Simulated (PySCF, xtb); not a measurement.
Homolysis of single bonds, series SiF3-X. All species are isolated molecules in the gas phase. One relaxed conformer stands for each flexible species; it need not be the lowest. Strings in code marks are SMILES.

Quantity: homolytic bond dissociation enthalpy at 298 K (no spin–orbit term), in kcal/mol. Enthalpy corrections at 298 K come from GFN2-xTB frequencies (xtb).

Case: Si–I bond of `F[Si](F)(F)I`, giving `F[Si](F)F` and `[I]`. Geometry of `F[Si](F)(F)I` (neutral, multiplicity 1, Å):

```xyz
5

F     -0.9524    -0.4485     1.2412
Si    -0.1385     0.0141    -0.0215
F     -0.6070    -0.8533    -1.2459
F     -0.5107     1.5125    -0.3171
I      2.2086    -0.2247     0.3433
```

Task: What is the computed homolytic bond dissociation enthalpy at 298 K (no spin–orbit term) (PBE-D3(BJ)/def2-TZVP // r2SCAN-D4/def2-TZVP (PySCF))?

Result: 84.0 kcal/mol.
